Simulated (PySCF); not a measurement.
A structure optimised at PBE0-D3(BJ)/def2-SVP, used in a PySCF frequency run:

```xyz
9

Ga    -0.0493    -0.3142     0.0000
Cl     0.2714     1.8284     0.0000
C      1.4757    -1.5231     0.0000
H      2.0966    -1.3363     0.8887
H      1.1592    -2.5757     0.0000
H      2.0966    -1.3363    -0.8887
N     -1.7993    -0.7448     0.0000
H     -2.1606    -1.6900     0.0000
H     -2.5359    -0.0502     0.0000
```
Charge 0, spin multiplicity 1.

Write its SMILES, formula and point group.

[CH3][Ga]([NH2])[Cl], CH5ClGaN, Cs

What are its rotational constants (standard atomic weights)?

5.2170, 2.8745, 1.8752 GHz
